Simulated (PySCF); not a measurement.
Computed shifts of a molecule CH₅ClF₂Si₂, PBE/pcSseg-1 run with PySCF, GIAO, gas phase, equivalent atoms averaged, in ppm (number of nuclei): ¹⁹F: -258.8 (1), -332.8 (1). ¹³C: 78.5 (1). ²⁹Si: 14.2 (1), -21.3 (1). ¹H: 5.85 (1), 5.62 (2), 5.60 (1), 5.39 (1). References: ¹⁹F against CFCl3 (σ = 133.6 ppm); ¹³C against TMS (σ = 182.0 ppm); ²⁹Si against TMS (σ = 335.4 ppm); ³⁵Cl against HCl (σ = 936.5 ppm); ¹H against TMS (σ = 31.49 ppm), references at their B3LYP-D3(BJ)/def2-TZVP geometries, non-relativistic (without spin–orbit terms, shifts of atoms bonded to Cl or Br come out too high). Geometry optimised at B3LYP-D3(BJ)/def2-SVP. The values are those of a single conformer.

Problem. Which molecule gave these data?
A. C[Si](F)(F)[SiH2]Cl
B. F[SiH](F)C[SiH2]Cl
C. FC[Si@H](F)[SiH2]Cl
D. C[Si@H](F)[Si@H](F)Cl

Solution. C, FC[Si@H](F)[SiH2]Cl
